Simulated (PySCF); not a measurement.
C₃H₃ClF₂, SMILES F[C@@H]1C[C@@]1(F)Cl. The structure is a stationary point at PBE-D3(BJ)/def2-SVP. The structure was generated by enumeration; whether it is a known compound was not checked.

### Question
Give the equilibrium geometry at PBE-D3(BJ)/def2-SVP (PySCF confirms it by a frequency run) as Cartesian coordinates in Å. (An estimate is asked for; the answer gives what the named calculation found.)

### Answer

```xyz
9

F      2.0585    -0.2581     0.8688
C      1.2162     0.0675    -0.1493
C      0.4613     1.3853    -0.0544
C     -0.2583     0.0799     0.1365
F     -0.6558    -0.2391     1.3899
Cl    -1.3895    -0.4920    -1.1000
H      1.5650    -0.2886    -1.1346
H      0.2930     1.9786    -0.9655
H      0.6241     1.9537     0.8758
```
Charge 0, spin multiplicity 1.
